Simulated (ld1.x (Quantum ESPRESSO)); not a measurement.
## An all-electron radial function and its pseudo partner (nitrogen)

Columns: radius, all-electron u(r) and pseudo u(r) of the 2p shell (level -7.47 eV) of nitrogen in the configuration [He] 2s1 2p4; revPBE, scalar-relativistic, PAW scheme, ld1.x (Quantum ESPRESSO) 7.5.

```json
{"r (bohr)": "0.123", "all-electron": "0.1025", "pseudo": "0.0115"}
{"r (bohr)": "0.245", "all-electron": "0.2814", "pseudo": "0.0448"}
{"r (bohr)": "0.368", "all-electron": "0.4514", "pseudo": "0.0976"}
{"r (bohr)": "0.490", "all-electron": "0.5849", "pseudo": "0.1650"}
{"r (bohr)": "0.613", "all-electron": "0.6816", "pseudo": "0.2427"}
{"r (bohr)": "0.735", "all-electron": "0.7432", "pseudo": "0.3236"}
{"r (bohr)": "0.858", "all-electron": "0.7755", "pseudo": "0.4029"}
{"r (bohr)": "0.980", "all-electron": "0.7845", "pseudo": "0.4742"}
{"r (bohr)": "1.103", "all-electron": "0.7762", "pseudo": "0.5340"}
{"r (bohr)": "1.225", "all-electron": "0.7557", "pseudo": "0.5782"}
{"r (bohr)": "1.348", "all-electron": "0.7266", "pseudo": "0.6060"}
{"r (bohr)": "1.470", "all-electron": "0.6924", "pseudo": "0.6169"}
{"r (bohr)": "1.593", "all-electron": "0.6548", "pseudo": "0.6126"}
{"r (bohr)": "1.715", "all-electron": "0.6160", "pseudo": "0.5954"}
{"r (bohr)": "1.838", "all-electron": "0.5766", "pseudo": "0.5685"}
{"r (bohr)": "1.960", "all-electron": "0.5380", "pseudo": "0.5357"}
{"r (bohr)": "2.083", "all-electron": "0.5001", "pseudo": "0.4999"}
{"r (bohr)": "2.205", "all-electron": "0.4641", "pseudo": "0.4641"}
{"r (bohr)": "2.328", "all-electron": "0.4295", "pseudo": "0.4295"}
{"r (bohr)": "2.450", "all-electron": "0.3971", "pseudo": "0.3971"}
{"r (bohr)": "2.573", "all-electron": "0.3665", "pseudo": "0.3665"}
{"r (bohr)": "2.695", "all-electron": "0.3380", "pseudo": "0.3380"}
{"r (bohr)": "2.818", "all-electron": "0.3114", "pseudo": "0.3114"}
{"r (bohr)": "2.940", "all-electron": "0.2868", "pseudo": "0.2868"}
{"r (bohr)": "3.063", "all-electron": "0.2639", "pseudo": "0.2639"}
{"r (bohr)": "3.185", "all-electron": "0.2429", "pseudo": "0.2429"}
```

**Question.** How many radial nodes do the two functions have?

**Answer.** The all-electron 2p function has n − l − 1 = 0; the pseudo-wave has 0.

**Question.** At about which radius was the pseudo-wave matched?

**Answer.** 2.35 bohr. The columns agree to 0.0005 from 2.08 bohr on; several derivatives are matched, so the curves merge somewhat inside the radius.

**Question.** Is the pseudo-wave norm-conserving?

**Answer.** No, it belongs to a PAW set: the norm inside the radius is not constrained, and the difference is carried by the augmentation charge.
